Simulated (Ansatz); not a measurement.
Total energies of the cluster CdCl2⁺ from Ansatz at r2SCAN-D4/def2-TZVP, gas phase (1 Eh = 27.2114 eV = 2625.5 kJ/mol). The reference geometry is relaxed at r2SCAN-D4/def2-TZVP.

```tsv
atom	x (Å)	y (Å)	z (Å)
Cd1	-0.001	0.000	0.001
Cl2	-1.604	0.835	-1.411
Cl3	1.605	-0.835	1.410
```

```json
{"state": "charge 1 doublet", "geometry": "reference", "energy (Eh)": "-1087.89203"}
{"state": "charge 0 singlet", "geometry": "reference", "energy (Eh)": "-1088.28814"}
{"state": "charge 1 quartet", "geometry": "relaxed at r2SCAN-D4/def2-TZVP", "energy (Eh)": "-1087.77776"}
```

In the def2 sets Cd takes a core potential; there is no spin–orbit coupling.

(1) Work out the vertical electron affinity, to the singlet.

(2) Which of the charge 1 states is lowest, and how far above it are the others?

(1) E(charge 1 doublet) − E(charge 0 singlet) = -1087.89203 − (-1088.28814) = 0.39611 Eh = 10.78 eV.

(2) The doublet. quartet: -1087.77776 − (-1087.89203) = 0.11427 Eh = 300.0 kJ/mol.

The structure comes from a short search, and lower isomers may exist.
